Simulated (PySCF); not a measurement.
Two-component Hartree-Fock for Re⁶⁰⁺ (rhenium, charge +60)

Start: [Ne] 3s2 3p3; 3p1/2 filled at m_j = -1/2, +1/2; 3p3/2 filled at m_j = +3/2. Calculated with PySCF 2.14 in an even-tempered Gaussian basis (18 s from 19 bohr⁻², ratio 2.4; 14 p from 24 bohr⁻², ratio 2.4; 4 d from 84 bohr⁻², ratio 2.6; 4 f from 130 bohr⁻², ratio 2.6): generalised Hartree-Fock with the X2C-1e Hamiltonian and a Gaussian nucleus; one run each with spin-orbit coupling (SO) switched off, then screened by Boettger's factors.

| spinor shell | electrons | ε, spin-free (eV) | ε, screened SO (eV) | weight of nominal j (screened SO) | rms radius, screened SO (bohr) |
| --- | --- | --- | --- | --- | --- |
| 1s1/2 | 2 | -76880.5 | -76846.8 | 1.000 | 0.0204 |
| 2s1/2 | 2 | -17233.6 | -17219.7 | 1.000 | 0.0812 |
| 2p1/2 | 2 | -15652.4 | -16707.4 | 1.000 | 0.0689 |
| 3s1/2 | 2 | -6875.5 | -6870.1 | 1.000 | 0.195 |
| 3p1/2 | 2 | -6435.3 | -6687.2 | 1.000 | 0.185 |
| 3p3/2 | 1 | -6435.3 | -6305.6 | 1.000 | 0.197 |

(1) Where does 2p3/2 lie, and what is the 2p spin-orbit splitting (screened SO)?

```csv
quantity,spin-free,screened SO
E (hartree),-12646.71481,-12678.22947
M_J,3/2,3/2
⟨J²⟩,3.750,3.750
⟨L²⟩,0.000,2.598
⟨S²⟩,3.750,1.496
```

Each row is a mean over spinors that exchange with the open shell spreads, by up to 30.596 eV (3s1/2).

Breit and QED terms are absent; they matter most for the inner s and p1/2 levels.

Densities and radii are taken from the X2C orbitals without a picture-change correction, which distorts them close to the nucleus.

Without spin-orbit coupling the j labels of p, d and f shells carry no meaning; the spin-free column gives the mean over the occupied spinors of each nl shell.

## Answers

(1) At -15216.7 eV, 1490.7 eV above 2p1/2.
